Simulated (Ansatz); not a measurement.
Geometry optimisation, RKS CAM-B3LYP/def2-SVP (Ansatz 0.2.0).

input.yaml

```yaml
crystal:
  periodic: [false, false, false]
  atoms:
    - { symbol: B, position_ang: [0.0, 0.0, 0.0] }
    - { symbol: "N", position_ang: [0.0, 0.0, 1.9] }
    - { symbol: H, position_ang: [-0.877, -0.2713, 2.43] }
    - { symbol: H, position_ang: [0.877, 0.2713, 2.43] }
    - { symbol: O, position_ang: [1.2211, 0.0, -0.705] }
    - { symbol: H, position_ang: [1.5209, -0.9519, -0.8599] }
    - { symbol: F, position_ang: [-1.1431, 0.0, -0.66] }
    - { symbol: Br, position_ang: [-0.2927, 2.2013, 0.7379] }
    - { symbol: H, position_ang: [-0.1505, 1.1322, 1.8085] }
basis:
  gaussian: { orbitals: def2-SVP }
hamiltonian:
  xc: cam_b3lyp
relax:
  f_tol: 0.15
  max_steps: 25
  restrain:
    - { distance: [0, 7], at: 2.04, k: 30.0 }
    - { distance: [8, 1], at: 1.06, k: 30.0 }
    - { distance: [0, 1], at: 2.75, k: 30.0 }
    - { distance: [8, 7], at: 2.75, k: 30.0 }
```

Command:

```bash
$ ansatz run input.yaml --threads 4 --pin off --max-ram 5120MiB --backend cpu --events-out ev --progress --plain --runs-dir out
```

Question: Where does it end, and by what steps?

Answer: It converged. The restraints hold the end off the free minimum. After 10 steps the energy has fallen by 3.287 eV (the restraints' own energy left out); Br8 moved furthest, 0.87 Å. Parted: Br8–H9 (1.52 → 2.75 Å).

```csv
step,energy less start (eV),largest force component (eV/Å),accepted
0,0.0000,5.371,yes
1,-1.0128,3.762,yes
2,-1.3070,3.527,yes
3,-1.7999,2.716,yes
4,-2.7612,2.487,yes
5,-3.0746,2.126,yes
6,-3.2320,1.130,yes
7,-3.2591,0.963,yes
8,-3.2811,0.998,yes
9,-3.2856,1.025,yes
10,-3.2867,0.990,yes
```

```xyz
9
Properties=species:S:1:pos:R:3
B 0.029 0.503 -0.476
N 0.004 0.022 2.223
H -0.782 -0.460 2.657
H 0.826 -0.146 2.801
O 1.263 0.086 -0.764
H 1.305 -0.866 -0.924
F -1.048 -0.248 -0.611
Br -0.243 2.452 -0.094
H -0.198 1.039 2.269
```

Run time: 26 s on 4 threads of Arm Neoverse V1 (shared host), peak memory 0.3 GiB.
